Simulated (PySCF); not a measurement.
C3H8Cl2O2Si.
Z-matrix (Å and degrees, PBE0-D3(BJ)/def2-SVP geometry), rows numbered from 1:
```
C 
O   1  1.4012
Si  2  1.6511  1  128.87
O   3  1.6702  2  110.46  1   103.25
C   4  1.3873  3  127.91  2   -19.32
C   5  1.5193  4  111.24  3   -96.42
Cl  6  1.7826  5  110.74  4    63.27
Cl  6  1.7740  5  109.47  4  -173.90
H   1  1.1025  2  110.98  3   -98.28
H   1  1.1011  2  109.10  3   142.25
H   1  1.1045  2  112.26  3    22.32
H   3  1.4836  2  108.59  1  -141.84
H   3  1.4911  2  109.86  1   -19.60
H   5  1.1032  4  109.24  3   145.78
H   5  1.1046  4  112.66  3    25.85
H   6  1.0970  5  111.29  4   -54.77
```

All values: wB97X-D/def2-SVPD (PySCF, non-relativistic), on one gas-phase PBE0-D3(BJ)/def2-SVP geometry that isn't relaxed in the solvent. The solvent is an IEF-PCM continuum (Bondi radii, 1.10 Å for H, scaled by 1.2). Specific hydrogen bonds and non-electrostatic terms are outside this model.

Gas phase at wB97X-D/def2-SVPD: HOMO -10.18 eV, LUMO 1.48 eV, dipole 0.44 D.

Task: What does the continuum do to the energy, the frontier levels and the dipole at wB97X-D/def2-SVPD in benzene and chloroform?

Result: 
```json
{"solvent": "benzene", "ε": "2.271", "E(solvent) − E(gas) (kJ/mol)": "-8.12", "polarisation term (kJ/mol)": "-8.53", "distortion of the solute (kJ/mol)": "0.41", "HOMO (eV)": "-10.13", "LUMO (eV)": "1.54", "dipole (D)": "0.46"}
{"solvent": "chloroform", "ε": "4.711", "E(solvent) − E(gas) (kJ/mol)": "-12.97", "polarisation term (kJ/mol)": "-14.04", "distortion of the solute (kJ/mol)": "1.07", "HOMO (eV)": "-10.11", "LUMO (eV)": "1.56", "dipole (D)": "0.47"}
```

Polarisation term: ½ Σ q·V over the induced surface charges. Distortion: the rise of the solute's own energy as its density leaves the gas-phase optimum. From benzene to chloroform the lowering changes by a factor 1.60, Onsager's factor (ε − 1)/(2ε + 1) by 1.55 and ε itself by 2.1.

Task: How does the static polarisability (wB97X-D/def2-SVPD, frozen core, with the continuum's full static response) change?

Result: 
| medium | isotropic (au) | principal values (au) | ⟨r²⟩ of the electrons (bohr²) |
| --- | --- | --- | --- |
| gas | 95.8 | 83.5, 93.4, 110.4 | 1899.7 |
| benzene | 108.4 | 95.0, 106.7, 123.3 | 1899.8 |
| chloroform | 117.1 | 103.7, 116.1, 131.5 | 1899.9 |

The isotropic value in chloroform is 1.22 times the gas-phase one; no cavity-field correction is applied. ⟨r²⟩ is taken about the centre of nuclear charge.

Rough CPU time on one thread of a shared machine: about 2.2 min. This is the whole response run at wB97X-D/def2-SVPD in chloroform, SCF included.

Note: wB97X-D ran without an empirical dispersion term, which enters the total energy and its gradient alone.
